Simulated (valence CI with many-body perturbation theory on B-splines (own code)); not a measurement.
## Cl11+: electric-dipole lines

Calculated by valence CI with perturbative core correlation (CI+MBPT): four valence electrons over a frozen Dirac-Fock core [He], radial functions for each j: 11 s, 11 p, 9 d, 7 f, 5 g, 2 h, 1 i, with the one-electron correlation potential Σ1 (screened to all orders), the two-electron term Σ2, the three-electron term Σ3, Breit, model QED; selected single and double excitations, second order for the rest, scaled by the run's own slope (own B-spline code, finite nucleus).

No measured spectrum was set against this ion. As an estimate, levels of excited configurations hold to 0.05 to 0.15 % of their energy, terms of the ground configuration to about 0.5 %. Among the levels kept, up to 260 cm⁻¹ of a level comes from second order outside the variational space, and about a tenth of that is noise between levels of different J, which matters for small intervals.

Lines 201 to 232 of 232 in falling wavelength, among levels below 394.39 eV, chosen from the strongest by gf and those to the six lowest levels. Wavelengths and rates use the calculated energies, so an error of 300 cm⁻¹ moves a line at 33.20 Å by 0.01 % and its rate by three times that or more. Electric multipoles are in the length gauge, E1 and E2 with the static RPA response of the core. Weak lines are less certain than strong ones. Lines between different terms over intervals too small for the method are left out, as are lines whose strength nearly cancels. The highest levels of a list are the least certain.

| λ vac (Å) | Upper | Lower | A (s⁻¹) | S (a.u.) |
| --- | --- | --- | --- | --- |
| 33.20 | 2s 2p2 3p 3D°_3 | 2s2 2p2 1D_2 | 5.72e+09 | 7.24e-04 |
| 33.19 | 2s2 2p 3d 1P°_1 | 2s2 2p2 3P_0 | 1.10e+10 | 5.94e-04 |
| 33.19 | 2s 2p2 3p 3S°_1 | 2s2 2p2 3P_2 | 3.21e+11 | 1.74e-02 |
| 33.13 | 2s 2p2 3p 5D°_1 | 2s2 2p2 3P_2 | 2.24e+10 | 1.20e-03 |
| 33.09 | 2s 2p2 3p 5D°_2 | 2s2 2p2 3P_2 | 2.58e+08 | 2.31e-05 |
| 33.09 | 2s 2p2 3p 3S°_1 | 2s2 2p2 3P_1 | 2.57e+11 | 1.38e-02 |
| 33.06 | 2s 2p2 3p 3P°_1 | 2s2 2p2 1D_2 | 2.62e+09 | 1.40e-04 |
| 33.05 | 2s 2p2 3p 5D°_0 | 2s2 2p2 3P_1 | 1.30e+09 | 2.31e-05 |
| 33.03 | 2s 2p2 3p 3P°_2 | 2s2 2p2 1D_2 | 2.68e+09 | 2.38e-04 |
| 33.03 | 2s 2p2 3p 5D°_1 | 2s2 2p2 3P_1 | 1.10e+10 | 5.86e-04 |
| 33.01 | 2s 2p2 3p 3S°_1 | 2s2 2p2 3P_0 | 1.06e+11 | 5.66e-03 |
| 32.99 | 2s 2p2 3p 5D°_2 | 2s2 2p2 3P_1 | 6.76e+07 | 5.99e-06 |
| 32.95 | 2s 2p2 3p 5P°_1 | 2s2 2p2 3P_2 | 1.18e+10 | 6.24e-04 |
| 32.95 | 2s 2p2 3p 5D°_1 | 2s2 2p2 3P_0 | 3.03e+09 | 1.60e-04 |
| 32.88 | 2s 2p2 3p 5P°_3 | 2s2 2p2 3P_2 | 1.34e+10 | 1.65e-03 |
| 32.85 | 2s 2p2 3p 5P°_1 | 2s2 2p2 3P_1 | 1.06e+10 | 5.54e-04 |
| 32.83 | 2s 2p2 3p 5P°_2 | 2s2 2p2 3P_1 | 5.56e+09 | 4.86e-04 |
| 32.77 | 2s 2p2 3p 5P°_1 | 2s2 2p2 3P_0 | 1.10e+10 | 5.75e-04 |
| 32.69 | 2s 2p2 3p 3D°_1 | 2s2 2p2 3P_2 | 3.24e+09 | 1.67e-04 |
| 32.64 | 2s 2p2 3p 3D°_2 | 2s2 2p2 3P_2 | 9.18e+10 | 7.88e-03 |
| 32.59 | 2s 2p2 3p 3D°_1 | 2s2 2p2 3P_1 | 2.43e+11 | 1.25e-02 |
| 32.57 | 2s 2p2 3p 3D°_3 | 2s2 2p2 3P_2 | 6.75e+11 | 8.05e-02 |
| 32.54 | 2s 2p2 3p 3D°_2 | 2s2 2p2 3P_1 | 5.92e+11 | 5.03e-02 |
| 32.52 | 2s 2p2 3p 5S°_2 | 2s2 2p2 3P_2 | 5.39e+09 | 4.57e-04 |
| 32.52 | 2s 2p2 3p 3D°_1 | 2s2 2p2 3P_0 | 4.36e+11 | 2.22e-02 |
| 32.42 | 2s 2p2 3p 3P°_1 | 2s2 2p2 3P_2 | 3.66e+11 | 1.85e-02 |
| 32.42 | 2s 2p2 3p 5S°_2 | 2s2 2p2 3P_1 | 9.45e+08 | 7.94e-05 |
| 32.40 | 2s 2p2 3p 3P°_2 | 2s2 2p2 3P_2 | 5.74e+11 | 4.82e-02 |
| 32.35 | 2s 2p2 3p 3P°_0 | 2s2 2p2 3P_1 | 6.80e+11 | 1.14e-02 |
| 32.33 | 2s 2p2 3p 3P°_1 | 2s2 2p2 3P_1 | 1.69e+11 | 8.46e-03 |
| 32.30 | 2s 2p2 3p 3P°_2 | 2s2 2p2 3P_1 | 1.07e+11 | 8.89e-03 |
| 32.25 | 2s 2p2 3p 3P°_1 | 2s2 2p2 3P_0 | 1.47e+11 | 7.32e-03 |
